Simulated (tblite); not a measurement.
Write Cartesian coordinates for `n1c(O[SiH3])noc1CC=C` as optimised with GFN2-xTB.

```xyz
18
C5H8N2O2Si angstrom
C     -3.512    0.471   -0.560
C     -2.295    0.787   -0.164
C     -1.548    0.055    0.919
C     -0.341   -0.573    0.329
N      0.824   -0.032    0.149
C      1.532   -1.030   -0.462
O      2.775   -0.893   -0.812
Si     3.663    0.482   -0.572
N      0.834   -2.118   -0.645
O     -0.396   -1.823   -0.129
H     -4.061   -0.345   -0.118
H     -4.016    1.020   -1.336
H     -1.750    1.604   -0.618
H     -1.226    0.761    1.685
H     -2.177   -0.722    1.355
H      3.064    1.585   -1.319
H      3.711    0.793    0.853
H      4.911   -0.016   -1.127
```

Any rigid rotation of these coordinates is as good. Atoms count from 1 in this order. Si8 (oxygen-bound silicon) has angles from 96.9° to 114.6°. O10 (ring oxygen) is bent (angle 107.2°). Of the pairs four or more bonds apart, H11···H15 is among the closest relative to their van der Waals radii: 2.42 Å, 101 % of the sum of Bondi's values. The 5-membered ring C4–N5–C6–N9–O10 has internal angles of 102.9° to 113.2°; it is planar, 0.00 Å rms from its mean plane, widest ring torsion 0°.

Bonds between heavy atoms (Å): C1=C2 1.318, C2–C3 1.506, C3–C4 1.482, C4–N5 1.297, N5–C6 1.368, C6–O7 1.298, O7–Si8 1.654, C6–N9 1.306, N9–O10 1.366, C4–O10 1.333.

Structure optimised with GFN2-xTB, isolated species.

Point group: C1 (no symmetry element, even within 0.4 Å). Its GFN2-xTB frequencies are all real (lowest 18 cm⁻¹). The numbers are those of one conformer (C1–C2–C3–C4 116°, C2–C3–C4–N5 86°, N5–C6–O7–Si8 0°). 2 starts were optimised and ended at 0.00 and 0.34 kcal/mol (GFN2-xTB); the lowest of these is shown.

The run took 1.0 s wall on Arm Neoverse N1, one thread, shared host. This is the geometry optimisation.

All values are computed, not measured.
